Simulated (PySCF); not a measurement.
Partial charges of `C[C@@H](C[SiH3])N[SiH2]S`

Compound: C3H13NSSi2.
Structure used (GFN2-xTB), in Å, numbered top down from 1:
```
atom  x, y, z in Å
C1    -0.749   -1.547    0.077
C2    -0.190   -0.142   -0.132
C3    -0.919    0.892    0.724
Si4   -2.738    1.181    0.250
N5     1.230   -0.097    0.161
Si6    2.436   -0.416   -1.002
S7     4.319   -0.144    0.000
H8    -1.793   -1.591   -0.220
H9    -0.184   -2.262   -0.517
H10   -0.672   -1.831    1.125
H11   -0.290    0.124   -1.189
H12   -0.377    1.836    0.637
H13   -0.847    0.591    1.772
H14   -2.846    1.306   -1.205
H15   -3.577    0.069    0.704
H16   -3.191    2.415    0.894
H17    1.416   -0.295    1.135
H18    2.551   -1.766   -1.551
H19    2.312    0.586   -2.055
H20    4.104    1.102    0.388
```

Density: PBE0/pcSseg-1 (PySCF); schemes: Mulliken, IAO, Hirshfeld and ESP-fitted. The structure is a single GFN2-xTB conformer in the gas phase; no vibrational or solvent corrections.

Problem. At which atom do the 4 schemes differ most?

Solution. At C2: from -0.130 (Mulliken) to +0.642 e (ESP-fitted), 0.772 e apart.

Problem. Do the Mulliken, IAO, Hirshfeld and ESP-fitted schemes agree on where the charge is highest?

Solution. The schemes don't all agree: Mulliken Si6 (+0.685); IAO Si6 (+0.829); Hirshfeld Si6 (+0.341); ESP-fitted C2 (+0.642).

Problem. Tabulate the Mulliken, IAO, Hirshfeld and ESP-fitted charges.

Solution. In e:

| atom | environment | Mulliken | IAO | Hirshfeld | ESP-fitted |
| --- | --- | --- | --- | --- | --- |
| C1 | methyl carbon | -0.199 | -0.427 | -0.124 | -0.510 |
| C2 | sp3 carbon bound to nitrogen | -0.130 | +0.022 | +0.026 | +0.642 |
| C3 | sp3 carbon bound to silicon | -0.460 | -0.539 | -0.160 | -0.469 |
| Si4 | SiH3 silicon | +0.481 | +0.590 | +0.315 | +0.398 |
| N5 | silicon-bound nitrogen | -0.626 | -0.687 | -0.240 | -0.788 |
| Si6 | SiH2 silicon | +0.685 | +0.829 | +0.341 | +0.484 |
| S7 | sulfur bonded to Si and H | -0.413 | -0.332 | -0.157 | -0.405 |
| H8 | methyl hydrogen | +0.122 | +0.138 | +0.039 | +0.107 |
| H9 | methyl hydrogen | +0.122 | +0.143 | +0.040 | +0.115 |
| H10 | methyl hydrogen | +0.102 | +0.137 | +0.040 | +0.135 |
| H11 | methine hydrogen | +0.118 | +0.126 | +0.038 | -0.001 |
| H12 | methylene hydrogen | +0.149 | +0.155 | +0.039 | +0.118 |
| H13 | methylene hydrogen | +0.131 | +0.140 | +0.039 | +0.121 |
| H14 | Si–H hydrogen | -0.081 | -0.121 | -0.077 | -0.114 |
| H15 | Si–H hydrogen | -0.080 | -0.122 | -0.078 | -0.107 |
| H16 | Si–H hydrogen | -0.082 | -0.114 | -0.077 | -0.100 |
| H17 | N–H hydrogen | +0.196 | +0.256 | +0.108 | +0.316 |
| H18 | Si–H hydrogen | -0.097 | -0.154 | -0.084 | -0.049 |
| H19 | Si–H hydrogen | -0.086 | -0.144 | -0.084 | -0.111 |
| H20 | S–H hydrogen | +0.151 | +0.103 | +0.056 | +0.217 |

Mean size of the charges over all atoms: ESP-fitted 0.265 e, IAO 0.264 e, Mulliken 0.226 e, Hirshfeld 0.108 e. Each set sums to the total charge, 0, to within 0.001 e. The Mulliken scheme gives each basis function's population to the atom it is centred on and halves the overlap population of two atoms between them. The IAO scheme projects the occupied orbitals on a minimal set of polarised atomic orbitals and counts the electrons in each atom's part of it.

Problem. Sum the charges by element, for elements with more than one atom.

Solution. 
```csv
element,atoms,Mulliken,IAO,Hirshfeld,ESP-fitted
C,3,-0.790,-0.944,-0.258,-0.337
Si,2,+1.167,+1.419,+0.656,+0.883
H,13,+0.663,+0.543,-0.002,+0.646
```

Problem. How closely do the schemes follow one another over all atoms?

Solution. Correlation coefficient and root-mean-square difference: Mulliken with IAO 0.98, 0.085 e; IAO with Hirshfeld 0.97, 0.210 e; Mulliken with Hirshfeld 0.95, 0.165 e; IAO with ESP-fitted 0.87, 0.176 e; Hirshfeld with ESP-fitted 0.84, 0.237 e; Mulliken with ESP-fitted 0.81, 0.201 e.
